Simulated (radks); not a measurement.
Question: Tc, 43 electrons, occupied as [Kr] 4d5 5s2. Calculated with a radial shooting solver on a logarithmic mesh with Libxc functionals: Dirac Kohn-Sham, PBE, spin-unpolarised, spherical densities, point nucleus; open shells fill j = l - 1/2 first. Some entries of the table are withheld. Estimate them.

| orbital | occ. | eigenvalue (Ry) | <r^2> (bohr^2) |
|---|---|---|---|
| 1s1/2 | 2 | -1533.040 | 0.001586 |
| 2s1/2 | 2 | -218.6634 | 0.02632 |
| 2p1/2 | 2 | -201.6275 | 0.01983 |
| 2p3/2 | 4 | -192.9360 | 0.02119 |
| 3s1/2 | 2 | -38.08201 | 0.1975 |
| 3p1/2 | 2 | -31.53620 | (1) |
| 3p3/2 | 4 | -30.08284 | (2) |
| 3d3/2 | 4 | -18.50721 | 0.1892 |
| 3d5/2 | 6 | -18.22786 | 0.1924 |
| 4s1/2 | 2 | -5.38174 | 1.268 |
| 4p1/2 | 2 | -3.47142 | 1.523 |
| 4p3/2 | 4 | -3.25502 | 1.604 |
| 4d3/2 | 4 | -0.49708 | 3.621 |
| 4d5/2 | 1 | -0.47617 | 3.724 |
| 5s1/2 | 2 | (3) | 12.56 |

Answer: 
(1) 3p1/2 <r^2> (bohr^2): 0.1949
(2) 3p3/2 <r^2> (bohr^2): 0.2049
(3) 5s1/2 eigenvalue (Ry): -0.36948
